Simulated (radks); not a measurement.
Removal energies from neutral molybdenum, [Kr] 4d5 5s1, by Delta-SCF beside the eigenvalue of the level emptied. All-electron calculation, scalar-relativistic Kohn-Sham, BLYP, spin-polarised, spherical densities, finite nucleus; Fermi nuclear charge, rms radius of each element as measured or else 0.836 A^(1/3) + 0.57 fm. Program: a radial shooting solver on a logarithmic mesh with Libxc functionals. Open shells are filled with parallel spins first.

removed from        final configuration  Delta-SCF (eV)  -eigenvalue (eV)
5s                             [Kr] 4d5           7.281             4.397
4d                         [Kr] 4d4 5s1           8.687             4.257
4p            [Ar] 3d10 4s2 4p5 4d5 5s1          41.156            36.123
4s            [Ar] 3d10 4s1 4p6 4d5 5s1          67.452            62.115
